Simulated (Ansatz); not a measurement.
`[F][Al]([Cl])[Br]` + NH₃ → `[NH2][Al]([Cl])[Br]` + H–F at 700 K and 1 bar (ligand exchange at the Al–F bond).

Isolated molecules relaxed with PBE0-D4/def2-TZVP in Ansatz; ΔE leaves out vibrations. CCSD(T)/CBS adds triple-zeta CCSD(T) − MP2 to the extrapolated MP2 energy (def2 sets, frozen cores). This one scheme is used for every species. For Br outer-core shells are correlated without core-valence functions, which leaves a few kJ/mol of doubt a bond. Scalar relativity is left out up to krypton. One conformer a species, not always the lowest.

| species | CCSD(T)/CBS energy (Eh) | H − E (kJ/mol) | S (J/(mol·K)) |
| --- | --- | --- | --- |
| `[F][Al]([Cl])[Br]` | -3375.12363 | 60.9 | 392.7 |
| NH₃ | -56.50880 | 116.9 | 226.5 |
| `[NH2][Al]([Cl])[Br]` | -3331.20678 | 133.7 | 423.8 |
| H–F | -100.39570 | 45.2 | 198.5 |

H − E and S are ideal-gas, rigid-rotor, harmonic terms from PBE0-D4/def2-TZVP, for one conformer and one mirror image of each species. 1 Eh = 2625.50 kJ/mol, R = 8.31446 J/(mol·K).

Question: By hand: ΔE, ΔH, ΔS and ΔG.

Answer: ΔE = (-3331.20678) + (-100.39570) − (-3375.12363) − (-56.50880) = 0.02995 Eh = 78.6 kJ/mol. Δ(H − E) = 133.7 + 45.2 − 60.9 − 116.9 = 1.1, so ΔH = 79.7 kJ/mol. ΔS = 423.8 + 198.5 − 392.7 − 226.5 = 3.1 J/(mol·K). ΔG = 79.7 − 700 × (3.1)/1000 = 77.5 kJ/mol.

Question: By hand: the equilibrium constant, and the temperature at which ΔG would vanish if ΔH and ΔS stayed fixed.

Answer: log₁₀ K = −ΔG/(RT ln 10) = -5.8. ΔG = 0 at ΔH/ΔS = 25710 K, far beyond where these terms or the molecules hold.

The number of gas molecules stays the same, so ΔS is small and ΔH decides. A doubt of 5 kJ/mol in ΔE shifts log₁₀ K by 0.4 here. Other conformers and mirror images would add mixing entropy, several J/(mol·K) or more a flexible species. These are equilibria of isolated gas molecules and say nothing of rates. Largest T1 diagnostic: 0.009 (customary marks: 0.02 for closed shells, 0.045 for open ones).
